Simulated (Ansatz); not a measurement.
Ansatz (a first-principles code) input (PBE0/def2-TZVPD):

Ansatz 0.2 input:
```yaml
crystal:
  periodic: [false, false, false]
  atoms:
    - {symbol: P, position_ang: [-0.00000000, -0.00000000, -0.08928302]}
    - {symbol: H, position_ang: [0.00000000, 0.00000000, 1.33924536]}
basis:
  gaussian:
    orbitals: def2-TZVPD
hamiltonian:
  xc: {name: PBE0}
magnetization: {spin_polarized: true, initial_magnetization: 2}
output: {forces: true}
```

End of the output:

```
integrals: 0.01 GiB planned
343 factors; their error is unknown
mean field: 0.11 GiB planned
mean field evaluation 1: about -9299.3700 eV, gradient 5.1e0 eV
mean field evaluation 2: about -9299.5449 eV, gradient 2.3e0 eV
mean field evaluation 4: about -9299.5783 eV, gradient 1.6e-1 eV
mean field evaluation 8: about -9299.6074 eV, gradient 5.9e-3 eV
mean field -9299.60743085 eV, -341.7542695835 hartree, gradient 2.4e-5 eV, S^2 2.009364; 0 other end points of the search recorded, 0 dependent functions left out
the calculation of the forces begins
reference -9299.60745118 eV, -341.7542703306 hartree; 9, 7 occupied and 43, 45 virtual orbitals, 343 factors
Total energy: -9299.60745118 eV, -341.7542703306 hartree
Atom 0 at    -0.000000    -0.000000    -0.089283 Å, force     0.000000     0.000000     0.013465 eV/Å
Atom 1 at     0.000000     0.000000     1.339245 Å, force    -0.000000     0.000000    -0.013465 eV/Å
Dipole moment:     0.000000    -0.000000     0.094089 e Å
```
